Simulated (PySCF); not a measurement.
C2H9NSi2.
InChI=1S/C2H9NSi2/c1-2-5-3-4/h2-3H,1,5H2,4H3

Computed with TDDFT wB97X-D/def2-SVPD, vertical, gas phase, core orbitals frozen in the response (PySCF). Isolated species at its GFN2-xTB geometry (one conformer only). Torsions of this conformer, `[CH2:1]=[CH:2][SiH2:3][NH:4][SiH3:5]`: C1–C2–Si3–N4 -17°, C2–Si3–N4–Si5 169°.

Broadening: Gaussians 0.5 eV wide at half height, area fixed by f = 4.319×10⁻⁹ ∫ε dν̃. The width is an assumption, not a result. The curve ends short of the highest state used, and states not computed would add to its high-energy end.

λ (nm), ε (L mol⁻¹ cm⁻¹) and a bar:
```
    168.3      16189 ############################
    169.3      17118 #############################
    170.3      17568 ##############################
    171.3      17459 ##############################
    172.4      16687 ############################
    173.4      15469 ##########################
    174.4      13884 ########################
    175.4      12085 #####################
    176.4      10223 #################
    177.5       8254 ##############
    178.5       6641 ###########
    179.5       5254 #########
    180.5       4112 #######
    181.5       3211 #####
    182.6       2466 ####
    183.6       1977 ###
    184.6       1628 ###
    185.6       1387 ##
    186.6       1223 ##
    187.7       1103 ##
    188.7       1029 ##
    189.7        974 ##
    190.7        929 ##
    191.8        885 ##
    192.8        844 #
    193.8        801 #
    194.8        755 #
    195.8        706 #
    196.9        648 #
    197.9        594 #
    198.9        538 #
    199.9        482 #
    200.9        428 #
    202.0        369 #
    203.0        319 #
    204.0        272 
    205.0        229 
    206.0        191 
    207.1        153 
    208.1        124 
    209.1         99 
    210.1         78 
    211.1         60 
    212.2         45 
    213.2         34 
    214.2         25 
    215.2         19 
    216.2         14 
    217.3         10 
    218.3          7 
    219.3          5 
    220.3          3 
    221.3          2 
    222.4          1 
    223.4          1 
    224.4          1
```

**Question.** Where are the band maxima, and which computed states make them?

**Answer.** 171 nm (7.27 eV), ε about 18000, made up of S5 (95%) (ε in L mol⁻¹ cm⁻¹; maxima over ε = 5, shares over 10%). The states used: S1 6.28 eV (f 0.0063); S2 6.55 eV (f 0.011); S3 6.87 eV (f 0.011); S4 7.15 eV (f 0.0042); S5 7.25 eV (f 0.309); S6 7.70 eV (f 0.086); S7 7.82 eV (f 0.029); S8 7.97 eV (f 0.0047).

**Question.** What would ε be at 7.27 eV, the highest of these maxima, with half the width (0.25 eV)?

**Answer.** About 33300 L mol⁻¹ cm⁻¹ against 17600, a factor of about 1.9; a lone state at its own centre would give exactly 2.

**Question.** On this curve, what absorbance would a 10⁻³ mol/L sample give at 222 nm over a 1 cm path?

**Answer.** 222 nm is 5.585 eV, where ε is about 1.7 L mol⁻¹ cm⁻¹, so A = ε c l ≈ 0.0017 (Beer–Lambert, with the gas-phase spectrum and the assumed width).

**Question.** Coming from long wavelengths, where does ε first pass 100 L mol⁻¹ cm⁻¹?

**Answer.** At about 209 nm (5.93 eV), 0.34 eV below S1.
